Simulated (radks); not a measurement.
Results of a calculation; reference values are marked as such.
All-electron atom: Hf XXXVI in [Kr] 4d1.

Code: a radial shooting solver on a logarithmic mesh with Libxc functionals. Model: scalar-relativistic Kohn-Sham, r2SCAN, spin-polarised, spherical densities, finite nucleus; open shells are filled with parallel spins first (spin-orbit coupling, left out, can overturn this in heavy ions); meta-GGA in the generalised Kohn-Sham scheme; Fermi nuclear charge, rms radius 5.347 fm.

Energy parts (eV):
| part | energy |
|---|---|
| total | -391313.87 |
| kinetic | 430520.81 |
| electron-nucleus | -907274.37 |
| Hartree | 92264.69 |
| exchange-correlation | -6825.00 |

Orbitals (lengths in bohr, moments of r in powers of bohr; r(max) is where P^2 peaks; r(90%) holds 90 % of the orbital's charge):
| orbital | occ. | eigenvalue (eV) | r(90%) | r(max) | <r^4> | <1/r> |
|---|---|---|---|---|---|---|
| 1s up | 1 | -66815.01 | 0.0345 | 0.01190 | 6.633e-07 | 83.78 |
| 1s down | 1 | -66815.01 | 0.0345 | 0.01190 | 6.633e-07 | 83.78 |
| 2s up | 1 | -12665.12 | 0.125 | 0.06803 | 0.0001005 | 19.59 |
| 2s down | 1 | -12663.48 | 0.125 | 0.06803 | 0.0001004 | 19.59 |
| 2p up | 3 | -11298.17 | 0.117 | 0.05566 | 0.00007798 | 17.86 |
| 2p down | 3 | -11296.89 | 0.117 | 0.05566 | 0.00007797 | 17.86 |
| 3s up | 1 | -3981.199 | 0.302 | 0.1910 | 0.003536 | 7.337 |
| 3s down | 1 | -3980.723 | 0.302 | 0.1910 | 0.003532 | 7.337 |
| 3p up | 3 | -3569.814 | 0.307 | 0.1885 | 0.003726 | 6.807 |
| 3p down | 3 | -3569.181 | 0.307 | 0.1885 | 0.003721 | 6.807 |
| 3d up | 5 | -3092.064 | 0.287 | 0.1535 | 0.002818 | 6.431 |
| 3d down | 5 | -3090.838 | 0.287 | 0.1535 | 0.002815 | 6.431 |
| 4s up | 1 | -1774.714 | 0.599 | 0.4138 | 0.05627 | 3.455 |
| 4s down | 1 | -1770.574 | 0.599 | 0.4137 | 0.05636 | 3.453 |
| 4p up | 3 | -1622.339 | 0.621 | 0.4258 | 0.06472 | 3.240 |
| 4p down | 3 | -1618.236 | 0.622 | 0.4258 | 0.06483 | 3.238 |
| 4d up | 1 | -1435.101 | 0.634 | 0.4209 | 0.06854 | 3.038 |
| 4d down | 0 | -1430.953 | 0.634 | 0.4208 | 0.06858 | 3.038 |
| 4f up | 0 | -1246.740 | 0.606 | 0.3555 | 0.05536 | 2.810 |
| 4f down | 0 | -1243.233 | 0.605 | 0.3544 | 0.05510 | 2.814 |
| 5s up | 0 | -984.4145 | 1.02 | 0.7504 | 0.4833 | 1.987 |
| 5s down | 0 | -979.8904 | 1.02 | 0.7473 | 0.4832 | 1.994 |
| 5p up | 0 | -915.8436 | 1.06 | 0.7815 | 0.5701 | 1.875 |
| 5p down | 0 | -910.8721 | 1.06 | 0.7800 | 0.5720 | 1.880 |

The highest occupied level is 4d up at -1435.1 eV. The density falls to 0.001 e/bohr^3 at r = 1.11 bohr. The electron density at the nucleus is 1.283e+06 e/bohr^3 (large components only). Summed over all electrons, <r^2> = 2.756 bohr^2, which gives a Langevin (diamagnetic) susceptibility term of -2.18 x 10^-6 cm^3/mol. For comparison, the ionisation energy in NIST's Atomic Spectra Database is 1467 eV (theoretical). In exact Kohn-Sham theory the highest level is minus the ionisation energy, but local and semilocal functionals leave it too shallow, through self-interaction and a potential that decays too fast; potentials with the right tail come closer. Spin moment in Bohr magnetons: 1.
